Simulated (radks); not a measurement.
Results of a calculation; reference values are marked as such.
Q: O3+, 5 electrons, occupied as [He] 2s1 2p2 (not the ground configuration). Code: a radial shooting solver on a logarithmic mesh with Libxc functionals. Model: non-relativistic Kohn-Sham, revPBE, spin-polarised, spherical densities, point nucleus; open shells are filled with parallel spins first. Some entries of the table are withheld. Estimate them.

orbital  occ.  eigenvalue (eV)  <1/r> (bohr^-1)  <r> (bohr)
1s up       1              (1)              (2)      0.1994
1s down     1              (3)              (4)      0.1987
2s up       1         -81.8317            1.500      0.9696
2p up       2         -67.1656              (5)      0.9128
3s up       0         -25.4122           0.5387       2.624

A: 
(1) 1s up eigenvalue (eV): -585.2884
(2) 1s up <1/r> (bohr^-1): 7.633
(3) 1s down eigenvalue (eV): -582.1803
(4) 1s down <1/r> (bohr^-1): 7.650
(5) 2p up <1/r> (bohr^-1): 1.407
